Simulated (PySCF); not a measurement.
Vertical excitations of a molecule ClH6NSi2 from PySCF with TDA-ωB97X/def2-SVPD, as energy in eV (oscillator strength): 5.76 (0.023), 6.45 (0.021), 7.17 (0.062), 7.27 (0.006), 7.49 (0.003), 7.57 (0.122), 7.98 (0.012), 8.05 (0.293), 8.30 (0.009), 8.39 (0.012). Lowest triplet (TDA): 5.16 eV. The structure is a stationary point at B3LYP-D3(BJ)/def2-SVP. The values are those of a single conformer.

### Question
Which molecule gave these data?
A. [SiH3]N[SiH2]Cl
B. N[Si@@H]([SiH3])Cl
C. N[SiH2][SiH2]Cl

### Answer
C, N[SiH2][SiH2]Cl
